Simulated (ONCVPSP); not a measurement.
Be (Z = 4), ONCV: configuration errors across variants

| Item | Value |
| --- | --- |
| Element | beryllium |
| Generator | ONCVPSP 4.0.1 |
| Type | optimised norm-conserving Vanderbilt (ONCV) |
| Functional | LDA (Perdew-Wang 92) |
| Relativity | scalar-relativistic |
| Frozen core | [He] |
| Valence charge | 2 |
| Reference configuration | 2s1.5 (charge +0.5) |
| Partial waves | 2s: rc 2.05 bohr, ncon 3, nbas 8, qcut 2.8 1/bohr, 2 projectors, debl 2.5 Ha; p scattering state at 0.04 Ha: rc 1.55 bohr, ncon 4, nbas 8, qcut 6.2 1/bohr, 2 projectors, debl 0.9 Ha |
| Local potential | polynomial inside 1.30 bohr (lpopt 5, dvloc0 -1 Ha) |
| Core correction | none |

In the p channel the program set the typed energies aside and used 0.050, 0.950 Ha.

All-electron excitation energies from the reference (eV): (1) 2s2 -3.748; (2) 2s1 5.765; (3) 2s1 2p1 -0.230.

1 further variants failed, have other tests or another functional or relativity, and are left out.

Errors AE − PS in meV (a dash: test not solved or not reliable):

```tsv
change	(1)	(2)	(3)	bound ghosts	GHOST(+) flags above zero
base	+1.1	+5.6	+6.5	none	none
s: qcut 3.8; p: qcut 8.4	+2.1	+6.6	+5.4	none	none
core correction polynomial model core, fcfact 0.35	-1.0	-0.8	+3.9	none	none
p: rc 1.28; local potential polynomial inside 1.28 bohr (lpopt 5, dvloc0 -1 Ha)	+1.1	+5.6	+6.3	none	none
all radii scaled by about 1.14 (s 2.34, p 1.76 bohr); local potential polynomial inside 1.48 bohr (lpopt 5, dvloc0 -1 Ha)	+0.5	+3.3	+7.4	none	none
p: qcut 9.6	+1.1	+5.6	+6.1	none	none
local potential polynomial inside 1.30 bohr (lpopt 5, dvloc0 3 Ha)	+1.1	+5.6	+6.6	none	none
p: rc 1.68	+1.1	+5.6	+6.4	none	none
```

(1) Give the same row for: local potential polynomial inside 1.45 bohr (lpopt 5, dvloc0 4 Ha).

## Answers

(1) +1.2, +5.7, +6.6; bound ghosts: none; GHOST(+) flags above zero: none.
